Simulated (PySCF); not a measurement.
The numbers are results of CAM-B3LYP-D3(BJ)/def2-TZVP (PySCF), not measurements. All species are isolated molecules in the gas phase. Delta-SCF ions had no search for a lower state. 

Reference species (SMILES): `B=NB` (neutral, multiplicity 1).

```yaml
LUMO: -0.50 eV
S1 oscillator strength: 0.000
vertical ionisation energy (Delta-SCF): 10.31 eV
```

Changed species: `B=BN`.

Question: Predict the effect on the LUMO, S1 oscillator strength and vertical ionisation energy (Delta-SCF).

Answer: the LUMO decreases by 0.94 eV, to -1.44 eV; the S1 oscillator strength is nearly the same; the vertical ionisation energy (Delta-SCF) drops by 3.06 eV, to 7.25 eV.
